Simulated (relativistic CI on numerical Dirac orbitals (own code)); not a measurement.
**Yb47+: sensitivity of the levels to the model**

Base calculation: Dirac-Coulomb-Breit CI, KLI orbitals optimised for each configuration, model QED (radiative potential, 1s self-energy scaled to tabulated hydrogen-like ionisation energies), unscaled Slater integrals.

Configurations in the expansion (outside the closed core [Ne]): 3s2 3p6 3d5, 3s2 3p5 3d6, 3s2 3p4 3d7, 3s 3p6 3d6, 3p6 3d7, 3s 3p5 3d7, 3s2 3p6 3d4 4s, 3s2 3p6 3d4 4p, 3s2 3p4 3d6 4s, 3s2 3p5 3d5 4s, 3s2 3p6 3d4 4f, 3p6 3d6 4s, 3s2 3p6 3d3 4s2, 3s2 3p6 3d4 5s, 3p6 3d5 4s2. Levels of other configurations are missing.

The lowest level and the first level of each name with at least 55 % of one term (blank where a level has no safe partner in the second run):

| Level | Base (eV) | Shift (eV) |
| --- | --- | --- |
| 3s2 3p6 3d5 4P_5/2 | 0.000 | 0.000 |
| 3s2 3p6 3d5 2D_3/2 | 82.799 | +1.110 |
| 3s2 3p6 3d5 2I_13/2 | 109.854 | +5.244 |
| 3s2 3p6 3d5 4D_1/2 | 110.451 | +2.264 |
| 3s2 3p6 3d5 2G_7/2 | 120.562 | +3.686 |
| 3s2 3p6 3d5 4F_5/2 | 122.084 | +2.466 |
| 3s2 3p6 3d5 2G_9/2 | 136.829 |  |
| 3s2 3p6 3d5 2P_3/2 | 151.576 | +2.280 |
| 3s2 3p5 3d6 4H°_13/2 | 390.979 | +5.876 |
| 3s2 3p5 3d6 4I°_15/2 | 399.353 | +6.672 |

At this charge energies of transitions that change n are usually good to better than 1 %, and those within a shell (Δn = 0) to a few per cent.

(1) One thing was changed in a second run, which moved the levels as shown. Which?
A. Breit term removed
B. QED terms removed
C. configuration mixing switched off

Results:

(1) A. Breit term removed. The Breit term mainly narrows fine-structure intervals, so removing it widens them.

LS names give the leading component of a level, which can be under half, so a name can repeat, a term be missing and a line seem to break the LS rules.
